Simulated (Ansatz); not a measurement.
Program: Ansatz. Geometries: PBE0-D4/def2-TZVP. ΔE: electronic, gas phase. CCSD(T)/CBS is the MP2 limit (def2-TZVPP, def2-QZVPP) plus CCSD(T) − MP2 in def2-TZVPP, frozen cores. This one scheme is used for every species. Functionals use def2-TZVPP. One conformer a species, not always the lowest.

`CC[SiH2]CS` + H₂ → `CC[SiH3]` + CH₃SH  (hydrogenolysis of the Si–C bond)

| level | ΔE (kJ/mol) |
| --- | --- |
| B2PLYP | -31.9 |
| r2SCAN | -23.6 |
| SCS-MP2/def2-TZVPP | -24.6 |
| MP2/CBS(def2) | -12.1 |

**Question.** What does CCSD(T)/CBS give? (An estimate is asked.)

**Answer.** The calculation gave: -19.7 kJ/mol. The listed levels differ from it by -12.2, -3.9, -4.9, 7.6 kJ/mol.

Largest T1 diagnostic among the species: 0.010.

In def2-TZVPP, CCSD(T) changes the Hartree–Fock value by +33.4 kJ/mol (the triples alone add +6.3 kJ/mol) and MP2 by +41.0 kJ/mol. The D4 term adds +17.7 kJ/mol with B3LYP and +10.1 kJ/mol with PBE0; it sums over pairs of atoms, weighted by their polarisabilities, and B3LYP, whose exchange is more repulsive, gets the larger term.

B3LYP here is the variant with VWN-RPA as its local correlation; programs differ in this.
